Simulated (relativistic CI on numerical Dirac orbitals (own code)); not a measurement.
Ni2+ (3d8) in a crystal field

Calculated by Dirac-Coulomb-Breit CI, separate exchange-only KLI orbitals for each configuration, QED by a radiative potential, one configuration in a parametric crystal field, unscaled Slater integrals (own radial code). With so little scaling, terms lie 10 to 35 % too far apart, which can change the order of excited levels.

Field parameters in Wybourne normalisation: Oh B⁴₀ = 21Dq, B⁴₄ = √(5/14) B⁴₀. The field is a parameter set, without covalency.

S is read from ⟨S²⟩ = S(S + 1).

Powder χT (cm³ K mol⁻¹) by Van Vleck's formula, with temperature-independent terms:

| Field | 2 K | 5 K | 10 K | 20 K | 50 K | 100 K | 200 K | 300 K |
| --- | --- | --- | --- | --- | --- | --- | --- | --- |
| Oh, 10Dq = 3250 cm⁻¹ | 1.74 | 1.75 | 1.75 | 1.76 | 1.77 | 1.8 | 1.87 | 1.93 |
| Oh, 10Dq = 5850 cm⁻¹ | 1.44 | 1.44 | 1.44 | 1.45 | 1.46 | 1.47 | 1.51 | 1.54 |
| Oh, 10Dq = 8450 cm⁻¹ | 1.31 | 1.31 | 1.31 | 1.31 | 1.32 | 1.33 | 1.36 | 1.38 |
| Oh, 10Dq = 11050 cm⁻¹ | 1.24 | 1.24 | 1.24 | 1.24 | 1.25 | 1.26 | 1.27 | 1.29 |
| Oh, 10Dq = 13650 cm⁻¹ | 1.19 | 1.19 | 1.19 | 1.2 | 1.2 | 1.21 | 1.22 | 1.24 |
| Oh, 10Dq = 16250 cm⁻¹ | 1.16 | 1.16 | 1.16 | 1.16 | 1.17 | 1.17 | 1.19 | 1.2 |
| Oh, 10Dq = 18850 cm⁻¹ | 1.14 | 1.14 | 1.14 | 1.14 | 1.15 | 1.15 | 1.16 | 1.17 |
| Oh, 10Dq = 21450 cm⁻¹ | 1.12 | 1.12 | 1.12 | 1.13 | 1.13 | 1.13 | 1.14 | 1.15 |

Q: For Oh, 10Dq = 5850 cm⁻¹: what effective moment follows at 300 K?

A: μ_eff = √(8χT) = 3.51 μB. The ground level has S = 1.00; the spin-only moment for S = 1 is 2.83 μB. The difference comes from the orbital moment, spin-orbit mixing of terms and temperature-independent paramagnetism, all larger in this ionic model than in covalent complexes.
